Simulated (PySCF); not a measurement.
B3LYP has the VWN-RPA correlation part, as in Gaussian. 

```xyz
10

O      1.6067    -0.4692     0.4272
C      0.5170    -0.1265    -0.3878
C     -0.7980    -0.7022     0.0048
C     -0.5476     0.7833     0.1523
H      2.1968     0.2907     0.4809
H      0.7473    -0.0647    -1.4477
H     -1.4668    -1.0449    -0.7726
H     -0.8083    -1.2897     0.9124
H     -0.4057     1.1574     1.1573
H     -1.0414     1.4659    -0.5266
```

Charge 0, multiplicity 1.

### Question
Give the Mulliken and meta-Löwdin atomic charges from B3LYP-D3(BJ)/def2-TZVP in PySCF.

### Answer

```csv
atom,Mulliken (e),meta-Löwdin (e)
O1,-0.44,-0.53
C2,0.06,0.11
C3,-0.19,-0.24
C4,-0.24,-0.26
H5,0.30,0.34
H6,0.08,0.10
H7,0.11,0.12
H8,0.11,0.13
H9,0.11,0.12
H10,0.10,0.12
```
